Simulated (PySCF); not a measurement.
C6H14O, singlet, at a GFN2-xTB geometry, with bond 10-1 at 1.6 times its length. Base run: PySCF with DF-CAMB3LYP/def2-SV(P).

Here is a job for PySCF.
```python
from pyscf import gto, scf, dft

mol = gto.M(
    atom='''
C    -2.43078635    0.70386941   -0.80303926
C    -1.25570669    0.44918022    0.14006863
C    -1.61131725   -0.65358106    1.13232826
C    -0.00356784    0.09617071   -0.67105441
C     1.30635872    0.16561605    0.12111794
C     2.50620758    0.28469755   -0.82155621
O     1.41416337   -1.00010812    0.91718752
H    -3.32653403    0.94646361   -0.23583611
H    -2.63394850   -0.18210721   -1.40088243
H    -2.08959261    2.02795631   -1.88062457
H    -1.05474058    1.37209009    0.69721620
H    -2.44485243   -0.34699566    1.76089494
H    -1.89494724   -1.55862855    0.59971909
H    -0.75974526   -0.88569296    1.76357795
H     0.07553450    0.78969911   -1.51042497
H    -0.10234493   -0.91470588   -1.06915737
H     1.28419761    1.05287160    0.77827267
H     2.44138523    1.19839905   -1.40578699
H     3.43649354    0.30505001   -0.25455642
H     2.53090781   -0.56678997   -1.49790355
H     2.28569861   -1.01592954    1.32670716
''',
    basis='def2-sv(p)',
    verbose=4,
)

mf = dft.RKS(mol)
mf.xc = 'camb3lyp'
mf = mf.density_fit(auxbasis='def2-universal-jkfit')
mf.kernel()
mf.analyze()
```

Each row names what was changed in the base input (with any setting that the change needs).

```
change                                       ΔE vs base (µEh)  SCF cycles        outcome
-------------------------------------------  ----------------  ----------  -------------
base                                                      0.0          10      converged
conv_tol = 1e-12                                          0.0          13      converged
level_shift = 0.3 (with mf.max_cycle = 100)               0.0          12      converged
damp = 0.5; diis_start_cycle = 5                          0.0          10      converged
conv_tol = 1e-4                                           0.2           6      converged
init_guess = 1e                                           0.0          17      converged
diis_space = 2                                            0.0          17      converged
DIIS = EDIIS                                                -          50  not converged
init_guess = vsap                                         0.0          13      converged
diis = off (with mf.max_cycle = 100)                        -         100  not converged
init_guess = mod_huckel                                   0.0          12      converged
diis_space = 20                                           0.0          10      converged
conv_tol_grad = 1e-3                                      0.0          10      converged
```
